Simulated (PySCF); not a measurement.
# Electronic structure of H (hydrogen, neutral) at the r2SCAN level

Configuration: 3d1, 2D determinant (an excited configuration). Computed with PySCF 2.14 in aug-cc-pVQZ with one added diffuse shell each of s, p, d, f type (6s5p4d3f, 62 functions), with no relativity, point nucleus.

| Quantity | Value |
| --- | --- |
| Total energy | -0.0266 hartree |
| One-electron energy | -0.0081 hartree |
| Hartree (Coulomb) energy | 0.0888 hartree |
| Exchange-correlation energy | -0.1074 hartree |
| Kinetic energy | 0.18700 hartree |
| ⟨S²⟩ | 0.7500 |
| ⟨L²⟩ | 6.000 |
| Sum of ⟨r⟩ | 5.541 bohr |
| Sum of ⟨r²⟩ | 32.84 bohr² |
| Traceless quadrupole moment −½Σ⟨3z² − r²⟩ along its main axis | 9.38 e·bohr² |
| Density at the nucleus (Gaussians lack the cusp) | 0 bohr⁻³ |
| Langevin diamagnetic susceptibility | -26.0 ×10⁻⁶ cm³/mol |

| shell | electrons | mean orbital energy (eV) | rms radius, mean of both spins (bohr) |
| --- | --- | --- | --- |
| 3d α | 1 | 0.693 | 5.73 |

For one electron the Hartree and exchange-correlation energies should cancel; what remains is the self-interaction error. The outer electron is Rydberg-like, and this basis confines it to a smaller radius and binds it less than a complete one would. At r2SCAN the highest occupied level has a positive energy, so only the finite basis holds that electron; for this excited configuration the basis is too tight for the outer shell.
